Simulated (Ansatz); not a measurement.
The same path of a periodic cell of 19 atoms, PtC18 (surface graphene monolayer, adsorbate Pt) was run twice with different band settings. Lost on the way: C15–Pt19. Made: C6–Pt19.

Method: DFT PBEsol, scalar-relativistic, plane waves, PAW (Ansatz). Settings: cutoff 420 eV, k mesh 2x2x1, gaussian smearing 0.02 eV, no spin polarisation.

Relaxed end points:

```xyz
19
Lattice="7.3980 0.0000 0.0000 -3.6990 6.4069 0.0000 0.0000 0.0000 12.0000" Properties=species:S:1:pos:R:3
C 0.032 -0.010 0.942
C 1.260 0.699 0.967
C -1.181 2.119 1.023
C 0.025 2.834 0.970
C -2.430 4.281 1.023
C -1.208 4.969 0.970
C 2.497 -0.010 0.970
C 3.720 0.677 1.024
C 1.265 2.125 0.970
C 2.471 2.840 1.024
C 0.030 4.260 0.967
C 1.257 4.968 0.942
C 4.964 -0.014 0.959
C 6.193 0.695 0.959
C 3.711 2.114 1.180
C 4.977 2.845 1.180
C 2.495 4.263 0.959
C 3.724 4.972 0.959
Pt 4.344 2.479 3.103
```

```xyz
19
Lattice="7.3980 0.0000 0.0000 -3.6990 6.4069 0.0000 0.0000 0.0000 12.0000" Properties=species:S:1:pos:R:3
C 0.029 -0.008 0.959
C 1.258 0.701 0.959
C -1.201 2.122 0.959
C 0.028 2.831 0.959
C -2.454 4.249 1.180
C -1.188 4.980 1.180
C 2.502 0.010 1.023
C 3.724 0.697 0.970
C 1.265 2.126 0.942
C 2.493 2.834 0.967
C 0.052 4.254 1.023
C 1.258 4.969 0.970
C 4.962 -0.012 0.967
C 6.189 0.697 0.942
C 3.730 2.125 0.970
C 4.953 2.813 1.024
C 2.498 4.260 0.970
C 3.704 4.975 1.024
Pt 5.577 4.615 3.103
```

Common settings: climbing image yes; spring 5.0 eV/Å²; force threshold 0.05 eV/Å; end points relaxed.

| run | movable images | optimiser | start path | iteration limit | largest step |
| --- | --- | --- | --- | --- | --- |
| 1 | 5 | quadratic models (default) | IDPP | 22 | default |
| 2 | 3 | fire | default | 50 | 0.5 Å |

Problem. What does each run give, and how far can it be trusted?

Solution. Run 1: converged after 8 iterations, highest image 0.175 eV above the first end. The profile has 2 maxima (images 1, 4) with wells between them (image 3): this band takes more than one step, which may be the mechanism or a detour left from its start path. The order of the stationary point at the top wasn't checked.
Run 2: converged after 22 iterations, highest image 0.175 eV above the first end. The profile has 2 maxima (images 1, 3) with wells between them (image 2): this band takes more than one step, which may be the mechanism or a detour left from its start path. The order of the stationary point at the top wasn't checked.
Limits of this set-up: slab without dipole correction.
